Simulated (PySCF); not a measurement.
Gas-phase reaction: 2 Ba(OH)2 → 2 Ba + 2 H2O + O2

Energies from PySCF, thermal terms from the rigid-rotor harmonic-oscillator model, ideal gas at 1 bar. 'Table' is the NASA 1993 thermochemical table (part measured, part estimated). † marks an energy on the PBE0/def2-TZVP geometry and frequencies; other levels use their own. MP2 and CCSD(T) freeze the core. Open shells (unrestricted): O2 (multiplicity 3); the rest are closed-shell singlets. Ba: scalar-relativistic def2 core potential, no spin-orbit coupling. MP2 isn't extrapolated to the basis-set limit; its ΔH°(298 K) is 937.2 kJ in def2-SVP and 1100.3 kJ in def2-TZVPP. CCSD(T) isn't extrapolated to the basis-set limit; its ΔH°(298 K) is 882.2 kJ in def2-SVP and 1038.0 kJ in def2-TZVPP. The harmonic model lacks anharmonicity and excited electronic states, which grow with temperature; levels with a mode under 35 cm⁻¹ are left out. Soft modes under 120 cm⁻¹ make the harmonic entropy rough for Ba(OH)2. The table's entry may be an old estimate for Ba(OH)2 (not checked at source).

```tsv
level	ΔH°(298 K), kJ	minus table	ΔG°(1200 K), kJ
table	1127.7	-	795.5
CCSD(T)/def2-TZVPP†	1038.0	-89.7	697.5
M06-2X/def2-TZVP†	1027.9	-99.8	687.4
MP2/def2-SVP†	937.2	-190.5	596.8
PBE/def2-TZVP†	1061.7	-66.0	721.2
PBE0/def2-TZVP	1053.7	-74.0	713.2
LDA/def2-TZVP†	1135.8	8.1	795.3
```
